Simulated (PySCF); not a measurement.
SMILES C[Si](CN)(C)C (GFN2-xTB optimised geometry):

```
19

C      1.608    -0.683     0.000
Si    -0.303    -0.683     0.000
C     -0.929     1.122     0.000
C     -0.958    -1.602    -1.534
C     -0.929    -1.563     1.600
N     -0.494    -0.964     2.864
H      1.998    -0.245    -0.914
H      2.005    -1.691     0.074
H      2.012    -0.109     0.830
H     -0.524     1.691     0.833
H     -2.012     1.167     0.069
H     -0.638     1.636    -0.912
H     -0.611    -2.631    -1.559
H     -0.623    -1.122    -2.447
H     -2.043    -1.622    -1.552
H     -0.601    -2.605     1.617
H     -2.021    -1.585     1.622
H     -0.806     0.000     2.909
H      0.520    -0.953     2.904
```

Computed with B3LYP/def2-SVP (PySCF).

Question: What are the frontier orbital energies and the dipole moment?

Answer: HOMO-2 -8.18 eV, HOMO-1 -8.14 eV, HOMO -5.72 eV, LUMO 0.98 eV, LUMO+1 1.72 eV; dipole moment 1.29 D.

On the same geometry PBE/def2-SVP run with PySCF 2.14.0 gives HOMO-2 -7.06 eV, HOMO-1 -7.02 eV, HOMO -4.53 eV, LUMO 0.48 eV, LUMO+1 1.17 eV; dipole moment 1.21 D.

Meta-Löwdin charges at B3LYP/def2-SVP: C1 -0.54, Si2 0.88, C3 -0.54, C4 -0.54, C5 -0.30, N6 -0.46, H7 0.11, H8 0.10, H9 0.10, H10 0.10, H11 0.10, H12 0.11, H13 0.11, H14 0.10, H15 0.11, H16 0.09, H17 0.09, H18 0.19, H19 0.19.
